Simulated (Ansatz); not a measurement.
Ansatz results at the PBE0-D4/def2-TZVP geometry: HOMO–LUMO gap (PBE/def2-TZVPP) 1.98 eV; HOMO energy (B3LYP/def2-TZVPP) -6.67 eV; LUMO energy (PBE0/def2-TZVPP) -2.66 eV.

Each molecule was computed in one conformer, which needn't be the lowest.

(1) Which molecule gave them?
A. `O=[CH][Ga]([F])[GeH3]`
B. `C/C=C(\O)Br`
C. `B/C(Br)=C/O`
D. `C=CC(=C)CF`

Results:

(1) A. The others give `B/C(Br)=C/O`: 3.48, -7.14, -1.89; `C/C=C(\O)Br`: 4.37, -6.40, -0.04; `C=CC(=C)CF`: 4.04, -6.79, -1.03.

B3LYP here is the variant with VWN-RPA as its local correlation; programs differ in this.
